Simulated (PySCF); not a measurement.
C$_{2}$H$_{6}$Si (calculated)

Calculation on a computer-drawn molecule: optimised geometry and harmonic frequencies of an isolated molecule of the commonest isotopes, restricted reference for singlets and unrestricted otherwise, frozen core in MP2. Program: PySCF 2.14.0.

C$_{2}$H$_{6}$Si

Start structure:
```xyz
9
C2H6Si
C     -1.9289    -1.7614     0.0439
Si    -0.2201    -1.5953    -0.1732
C      0.6429    -1.8373    -1.9038
H     -2.5854    -2.0026    -0.7202
H     -2.3729    -1.6588     1.1198
H      0.8110    -1.3378     0.8732
H      1.3470    -2.6289    -1.8639
H      1.1492    -0.9452    -2.1107
H     -0.0687    -2.0296    -2.5987
```

- charge: 0
- multiplicity: 1
- method: HF
- basis: cc-pV(D+d)Z
- rotational constants: 27.8, 6.098, 5.162 GHz
- total energy: -368.1159 hartree
- convergence status largest gradient component: 2.068e-05 hartree/bohr

Drawn bonds:
```
atom  other atom  order
   1           2      2
   2           3      1
   1           4      1
   1           5      1
   2           6      1
   3           7      1
   3           8      1
   3           9      1
```

Optimised structure:
```xyz
9
C2H6Si
C     -1.8758    -1.7707     0.0785
Si    -0.2141    -1.6338    -0.2031
C      0.6264    -1.8256    -1.8623
H     -2.5897    -1.9860    -0.7093
H     -2.2997    -1.6476     1.0690
H      0.7187    -1.3397     0.9010
H      1.3543    -2.6407    -1.8348
H      1.1619    -0.9116    -2.1321
H     -0.1079    -2.0413    -2.6407
```

Modes:
```
frequency (cm⁻¹)  reduced mass (dalton)
           143.9                  1.132
           240.6                  2.295
           395.2                  1.259
           640.5                   1.09
           702.9                  3.339
           708.1                   1.11
           818.2                   1.16
           874.9                  1.236
           885.9                  1.538
           964.3                  1.234
            1087                  3.318
            1393                  1.248
            1500                  1.232
            1548                  1.051
            1553                  1.048
            2350                  1.042
            3174                  1.035
            3252                  1.101
            3273                  1.102
            3294                  1.058
            3383                  1.113
```
